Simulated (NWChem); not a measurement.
System: SiAsH3F2; SMILES F[SiH](F)[AsH2]

NWChem input:

```
start job
memory heap 200 mb stack 900 mb global 1100 mb
geometry units angstroms noautosym nocenter noautoz
  Si     0.354800     1.003595     0.000000
  F     -0.352505     1.664163     1.314408
  F     -0.352505     1.664163    -1.314408
  As    -0.114974    -1.314710     0.000000
  H      1.790364     1.428038     0.000000
  H      0.948079    -1.505941    -1.100802
  H      0.948079    -1.505941     1.100802
end
basis spherical
  * library def2-svp
end
dft
  xc b3lyp
  iterations 150
end
property
  efieldgrad
end
task dft property
```

Output (shortened):

```
             Northwest Computational Chemistry Package (NWChem) 7.3.0
             --------------------------------------------------------

                             Geometry "geometry" -> ""
                             -------------------------

 Output coordinates in angstroms (scale by  1.889725989 to convert to a.u.)

  No.       Tag          Charge          X              Y              Z
 ---- ---------------- ---------- -------------- -------------- --------------
    1 Si                  14.0000     0.35480000     1.00359500     0.00000000
    2 F                    9.0000    -0.35250500     1.66416300     1.31440800
    3 F                    9.0000    -0.35250500     1.66416300    -1.31440800
    4 As                  33.0000    -0.11497400    -1.31471000     0.00000000
    5 H                    1.0000     1.79036400     1.42803800     0.00000000
    6 H                    1.0000     0.94807900    -1.50594100    -1.10080200
    7 H                    1.0000     0.94807900    -1.50594100     1.10080200

 Effective nuclear repulsion energy (a.u.)     345.1371981469

                              NWChem Property Module
                              ----------------------

  itol2e modified to match energy
  convergence criterion.

                                 NWChem DFT Module
                                 -----------------

 Summary of "ao basis" -> "ao basis" (spherical)
 ------------------------------------------------------------------------------
       Tag                 Description            Shells   Functions and Types
 ---------------- ------------------------------  ------  ---------------------
 Si                         def2-svp                 8       18   4s3p1d
 F                          def2-svp                 6       14   3s2p1d
 As                         def2-svp                12       32   5s4p3d
 H                          def2-svp                 3        5   2s1p

  itol2e modified to match energy
  convergence criterion.

            General Information
            -------------------
          SCF calculation type: DFT
          Wavefunction type:  closed shell.
          No. of atoms     :     7
          No. of electrons :    68
           Alpha electrons :    34
            Beta electrons :    34
          Charge           :     0
          Spin multiplicity:     1
          Use of symmetry is: off; symmetry adaption is: off
          Maximum number of iterations: 150
          AO basis - number of functions:    93
                     number of shells:    41
          Convergence on energy requested:  1.00D-07
          Convergence on density requested:  1.00D-05
          Convergence on gradient requested:  5.00D-04

              XC Information
              --------------
                         B3LYP Method XC Potential
                     Hartree-Fock (Exact) Exchange  0.200
                        Slater Exchange Functional  0.800 local
                    Becke 1988 Exchange Functional  0.720 non-local
              Lee-Yang-Parr Correlation Functional  0.810
                  VWN I RPA Correlation Functional  0.190 local

             Grid Information
             ----------------
          Grid used for XC integration:  fine
          Radial quadrature: Mura-Knowles
          Angular quadrature: Lebedev.
          Tag              B.-S. Rad. Rad. Pts. Rad. Cut. Ang. Pts.
          ---              ---------- --------- --------- ---------
          Si                  1.10      123           9.0       770
          F                   0.50       70          11.0       590
          As                  1.15      140          10.0       974
          H                   0.35       60          11.0       590
          Grid pruning is: on
          Number of quadrature shells:   583
          Spatial weights used:  Erf1

      Superposition of Atomic Density Guess
      -------------------------------------

 Sum of atomic energies:       -2722.68103086

      Non-variational initial energy
      ------------------------------

 Total energy =   -2723.370675
 1-e energy   =   -4482.810606
 2-e energy   =    1414.302732
 HOMO         =      -0.288617
 LUMO         =       0.066965

   convergence    iter        energy       DeltaE   RMS-Dens  Diis-err
 ---------------- ----- ----------------- --------- --------- ---------
 d= 0,ls=0.0,diis     1  -2726.4151092897 -3.07D+03  1.70D-02  8.34D-01
 d= 0,ls=0.0,diis     2  -2726.3465791407  6.85D-02  8.61D-03  1.87D+00
 d= 0,ls=0.0,diis     3  -2726.5107107853 -1.64D-01  1.15D-03  2.10D-02
 d= 0,ls=0.0,diis     4  -2726.5121724218 -1.46D-03  4.05D-04  1.45D-03
 d= 0,ls=0.0,diis     5  -2726.5123012620 -1.29D-04  1.73D-04  1.39D-04
  Resetting Diis
 d= 0,ls=0.0,diis     6  -2726.5123221268 -2.09D-05  2.45D-05  3.54D-06
 d= 0,ls=0.0,diis     7  -2726.5123225064 -3.80D-07  9.03D-06  2.33D-07
 d= 0,ls=0.0,diis     8  -2726.5123225090 -2.50D-09  4.78D-06  1.97D-07

         Total DFT energy =    -2726.512322508950
      One electron energy =    -4483.859592941817
           Coulomb energy =     1538.368659892874
    Exchange-Corr. energy =     -126.158587606943
 Nuclear repulsion energy =      345.137198146936

 Numeric. integr. density =       68.000001694831

                       DFT Final Molecular Orbital Analysis
                       ------------------------------------

 Vector   32  Occ=2.000000D+00  E=-3.827645D-01
              MO Center=  4.7D-01, -1.2D+00,  4.3D-09, r^2= 2.7D+00
   Bfn.  Coefficient  Atom+Function         Bfn.  Coefficient  Atom+Function
  ----- ------------  ---------------      ----- ------------  ---------------
    60      0.343247  4 As pz                84     -0.307886  6 H  s
    89      0.307886  7 H  s                 63      0.221310  4 As pz
    57     -0.211385  4 As pz                85     -0.173522  6 H  s
    90      0.173522  7 H  s                 23     -0.118605  2 F  py
    37      0.118605  3 F  py                26      0.085633  2 F  py

 Vector   33  Occ=2.000000D+00  E=-3.361456D-01
              MO Center=  1.1D-01, -6.2D-01, -1.1D-08, r^2= 3.2D+00
   Bfn.  Coefficient  Atom+Function         Bfn.  Coefficient  Atom+Function
  ----- ------------  ---------------      ----- ------------  ---------------
    58     -0.276282  4 As px                50      0.254566  4 As s
    51      0.228053  4 As s                 59      0.226786  4 As py
    61     -0.206342  4 As px                84     -0.206455  6 H  s
    89     -0.206455  7 H  s                 62      0.199060  4 As py
    55      0.170388  4 As px                49     -0.158454  4 As s

 Vector   34  Occ=2.000000D+00  E=-2.874951D-01
              MO Center=  1.9D-02, -8.2D-01,  2.8D-09, r^2= 3.5D+00
   Bfn.  Coefficient  Atom+Function         Bfn.  Coefficient  Atom+Function
  ----- ------------  ---------------      ----- ------------  ---------------
    50      0.304969  4 As s                 62     -0.289674  4 As py
    59     -0.286382  4 As py                61     -0.281832  4 As px
    58     -0.262897  4 As px                80      0.195157  5 H  s
     9      0.193436  1 Si py                79      0.189254  5 H  s
    49     -0.187397  4 As s                 51      0.187327  4 As s

 Vector   35  Occ=0.000000D+00  E=-6.800184D-03
              MO Center=  2.0D-01, -9.1D-01,  5.6D-08, r^2= 3.8D+00
   Bfn.  Coefficient  Atom+Function         Bfn.  Coefficient  Atom+Function
  ----- ------------  ---------------      ----- ------------  ---------------
    63      0.890485  4 As pz                85      0.732530  6 H  s
    90     -0.732530  7 H  s                 13      0.362939  1 Si pz
    60      0.260338  4 As pz                84      0.247700  6 H  s
    89     -0.247700  7 H  s                 57     -0.166197  4 As pz
    10      0.138559  1 Si pz                21     -0.137514  2 F  s

 Vector   36  Occ=0.000000D+00  E=-4.684133D-03
              MO Center=  3.7D-01, -6.8D-01, -4.7D-08, r^2= 4.4D+00
   Bfn.  Coefficient  Atom+Function         Bfn.  Coefficient  Atom+Function
  ----- ------------  ---------------      ----- ------------  ---------------
    62      0.712588  4 As py                85      0.598496  6 H  s
    90      0.598496  7 H  s                  3     -0.542746  1 Si s
    80      0.515522  5 H  s                 61     -0.498654  4 As px
    12      0.401124  1 Si py                51     -0.391225  4 As s
     4     -0.387300  1 Si s                 11     -0.291856  1 Si px

[...]

          -----------------------
          Electric field gradient
          -----------------------

 1 a.u. = 0.324123 10**(16) esu/cm**3  ( or statvolts/cm**2 ) = 0.97174 10**(22) v/m**2

 ------------------------------------------------------------
   Atom      X         Y         Z
 ------------------------------------------------------------
    1 Si   0.67047   1.89652   0.00000
 ------------------------------------------------------------

 Electric field gradient in molecular frame (a.u.)
         XX             YY             ZZ             XY             XZ             YZ
 ------------------------------------------------------------------------------------------
        0.245238       0.173595      -0.418833       0.289850      -0.000000      -0.000000

 Principal components (a.u.) and orientation
 of principal axis w.r.t. absolute frame                      Asymmetry parameter eta
 --------------------------------------------------------------------------------------
        0.501472      -0.418833      -0.082639                       0.670415

        0.749217       0.000000      -0.662324
        0.662324       0.000000       0.749217
       -0.000000       1.000000      -0.000000

 ------------------------------------------------------------
   Atom      X         Y         Z
 ------------------------------------------------------------
    2 F   -0.66614   3.14481   2.48387
 ------------------------------------------------------------

 Electric field gradient in molecular frame (a.u.)
         XX             YY             ZZ             XY             XZ             YZ
 ------------------------------------------------------------------------------------------
        0.296240       0.310510      -0.606751       0.372586       0.578143      -0.558932

 Principal components (a.u.) and orientation
 of principal axis w.r.t. absolute frame                      Asymmetry parameter eta
 --------------------------------------------------------------------------------------
       -1.185871       0.676113       0.509758                       0.140281

       -0.418959       0.711063       0.564679
        0.407419       0.702986      -0.582941
        0.811469       0.014168       0.584223

 ------------------------------------------------------------
   Atom      X         Y         Z
 ------------------------------------------------------------
    3 F   -0.66614   3.14481  -2.48387
 ------------------------------------------------------------

 Electric field gradient in molecular frame (a.u.)
         XX             YY             ZZ             XY             XZ             YZ
 ------------------------------------------------------------------------------------------
        0.296240       0.310510      -0.606751       0.372586      -0.578143       0.558932

 Principal components (a.u.) and orientation
 of principal axis w.r.t. absolute frame                      Asymmetry parameter eta
 --------------------------------------------------------------------------------------
       -1.185871       0.676113       0.509758                       0.140281

        0.418959       0.711063       0.564679
       -0.407419       0.702986      -0.582941
        0.811469      -0.014167      -0.584223

 ------------------------------------------------------------
   Atom      X         Y         Z
 ------------------------------------------------------------
    4 As  -0.21727  -2.48444   0.00000
 ------------------------------------------------------------

 Electric field gradient in molecular frame (a.u.)
         XX             YY             ZZ             XY             XZ             YZ
 ------------------------------------------------------------------------------------------
        1.036938       0.318200      -1.355138       0.898811       0.000000       0.000000

 Principal components (a.u.) and orientation
 of principal axis w.r.t. absolute frame                      Asymmetry parameter eta
 --------------------------------------------------------------------------------------
        1.645560      -1.355138      -0.290422                       0.647024

        0.828025      -0.000000      -0.560691
        0.560691      -0.000000       0.828025
        0.000000       1.000000      -0.000000

 ------------------------------------------------------------
   Atom      X         Y         Z
 ------------------------------------------------------------
    5 H    3.38330   2.69860   0.00000
 ------------------------------------------------------------

 Electric field gradient in molecular frame (a.u.)
         XX             YY             ZZ             XY             XZ             YZ
 ------------------------------------------------------------------------------------------
       -0.122742       0.054710       0.068032      -0.052895       0.000000       0.000000

 Principal components (a.u.) and orientation
 of principal axis w.r.t. absolute frame                      Asymmetry parameter eta
 --------------------------------------------------------------------------------------
       -0.137312       0.069280       0.068032                       0.009088

        0.964091      -0.265570      -0.000000
        0.265570       0.964091       0.000000
       -0.000000      -0.000000       1.000000

 ------------------------------------------------------------
   Atom      X         Y         Z
 ------------------------------------------------------------
    6 H    1.79161  -2.84582  -2.08021
 ------------------------------------------------------------

 Electric field gradient in molecular frame (a.u.)
         XX             YY             ZZ             XY             XZ             YZ
 ------------------------------------------------------------------------------------------
       -0.025557       0.066155      -0.040598       0.021194       0.104216      -0.018070

 Principal components (a.u.) and orientation
 of principal axis w.r.t. absolute frame                      Asymmetry parameter eta
 --------------------------------------------------------------------------------------
       -0.141256       0.073902       0.067354                       0.046351

       -0.676661       0.630750      -0.379849
        0.132249       0.611618       0.780021
        0.724321       0.477575      -0.497274

 ------------------------------------------------------------
   Atom      X         Y         Z
 ------------------------------------------------------------
    7 H    1.79161  -2.84582   2.08021
 ------------------------------------------------------------

 Electric field gradient in molecular frame (a.u.)
         XX             YY             ZZ             XY             XZ             YZ
 ------------------------------------------------------------------------------------------
       -0.025557       0.066155      -0.040598       0.021194      -0.104216       0.018070

 Principal components (a.u.) and orientation
 of principal axis w.r.t. absolute frame                      Asymmetry parameter eta
 --------------------------------------------------------------------------------------
       -0.141256       0.073902       0.067354                       0.046351

        0.676661       0.630750      -0.379849
       -0.132249       0.611618       0.780021
        0.724321      -0.477575       0.497274
```

Level: B3LYP/def2-SVP. Structure relaxed at the PBE-D3(BJ)/def2-SVP level. NWChem prints the field gradient with the sign opposite to the second derivative of the potential.
